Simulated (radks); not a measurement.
Spherical quantum dot in the effective-mass picture: electrons in a hard-walled sphere of radius 2.14, all in effective atomic units (hartree* = m*/eps^2 hartree, bohr* = eps/m* bohr), one dielectric constant everywhere. Calculated with a radial shooting solver with Libxc functionals: non-relativistic Kohn-Sham, LDA (Slater exchange, Perdew-Wang correlation), spin-polarised, spherical densities. Levels are named by radial order and angular momentum (1s, 1p, 1d, 2s, ...), and open shells are averaged over m. Each electron was tried in the lowest free levels, single moves between levels near the top were tried too, and the lowest total energy was kept; such a search can miss a lower state. At N = 1 the Hartree and exchange-correlation terms need not cancel, so that row can carry a self-interaction error.

N        open shells  2S  E (hartree*)  addition energy mu(N+1) - mu(N) (hartree*)  e(HOMO) (hartree*)  rms radius (bohr*)
1   1s(up 1, down 0)   1       1.10771                                      0.7607              1.3989               1.145
2               none   0       2.97608                                       1.630              2.1683               1.175
3   1p(up 1, down 0)   1       6.47409                                      0.5944              3.7911               1.245
4   1p(up 2, down 0)   2       10.5665                                      0.6104              4.3961               1.283
5   1p(up 3, down 0)   3       15.2693                                      0.7876              5.0104               1.309
6   1p(up 3, down 1)   2       20.7597                                      0.5848              5.7796               1.329
7   1p(up 3, down 2)   1       26.8349                                      0.5979              6.3728               1.345
8               none   0       33.5080                                       1.832              6.9743               1.359
9   1d(up 1, down 0)   1       42.0130                                      0.5767              8.7927               1.379
10  1d(up 2, down 0)   2       51.0948                                      0.5801              9.3714               1.395
11  1d(up 3, down 0)   3       60.7567                                      0.5821              9.9527               1.409
12  1d(up 4, down 0)   4       71.0006                                      0.5833              10.535               1.421
13  1d(up 5, down 0)   5       81.8279                                      0.7466              11.119               1.431
14  1d(up 5, down 1)   4       93.4017                                      0.5690              11.858               1.441
15  1d(up 5, down 2)   3       105.545                                      0.5722              12.429               1.449
16  1d(up 5, down 3)   2       118.260                                      0.5742              13.002               1.457
17  1d(up 5, down 4)   1       131.549                                      0.5755              13.577               1.464
18              none   0       145.414                                       2.045              14.153               1.471
19  1f(up 1, down 0)   1       161.324                                      0.5618              16.191               1.480
20  1f(up 2, down 0)   2       177.795                                      0.5627              16.753               1.487
21  1f(up 3, down 0)   3       194.829                                      0.5634              17.316               1.494
22  1f(up 4, down 0)   4       212.427                                      0.5638              17.879               1.501
23  1f(up 5, down 0)   5       230.588                                      0.5641              18.443               1.507
24  1f(up 6, down 0)   6       249.314                                      0.5643              19.008               1.513
25  1f(up 7, down 0)   7       268.604                                      0.7183              19.572               1.518
26  1f(up 7, down 1)   6       288.612                                           -              20.286               1.523

All shells are closed at N = 2, 8, 18 (there: 1s2 1p6 1d10); the second difference of the energy has clear peaks (12 % above both neighbours; the first and last values, which can be the largest, are not judged, and half-filled shells can peak too) at N = 2, 5, 8, 13, 18.
